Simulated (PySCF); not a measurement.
# C16H12: A ladder of levels

System: C16H12 (non-alternant PAH with 7-rings), SMILES C1=CC=C2C=CC=c3ccccc3=C2C=C1.

All runs: gas phase, vertical, PySCF SCF with an in-house response code, density fitting, core orbitals frozen in the response. The brightest state is taken among those sought (5 to 8). Bases without diffuse functions give polarisabilities too low.

Cheaper levels gave:

```tsv
level	response	geometry	HOMO / eV	LUMO / eV	S1 / eV	f(S1)	brightest / eV	polarisability / bohr³	ΔSCF IP / eV	rough CPU minutes (shared hosts, mixed chips)
wB97X-D/6-31G*	TDA	GFN2-xTB	-6.26	-0.26	2.30	0.026	5.04	176		0.6
```

Problem. What do these better levels give?

```tsv
level	response	geometry
wB97X-D/def2-SVPD	TDDFT	PBE0-D3(BJ)/def2-SVP
PBE0/def2-TZVP	TDA	PBE0-D3(BJ)/def2-SVP
```

Solution. 
```json
{"level": "wB97X-D/def2-SVPD", "response": "TDDFT", "geometry": "PBE0-D3(BJ)/def2-SVP", "HOMO / eV": "-6.59", "LUMO / eV": "-0.74", "S1 / eV": "2.03", "f(S1)": "0.018", "brightest / eV": "4.70", "polarisability / bohr³": "208", "ΔSCF IP / eV": "6.45", "rough CPU minutes (shared hosts, mixed chips)": "10"}
{"level": "PBE0/def2-TZVP", "response": "TDA", "geometry": "PBE0-D3(BJ)/def2-SVP", "HOMO / eV": "-5.03", "LUMO / eV": "-2.28", "S1 / eV": "1.95", "f(S1)": "0.016", "brightest / eV": "4.48", "polarisability / bohr³": "208", "ΔSCF IP / eV": "", "rough CPU minutes (shared hosts, mixed chips)": "4"}
```
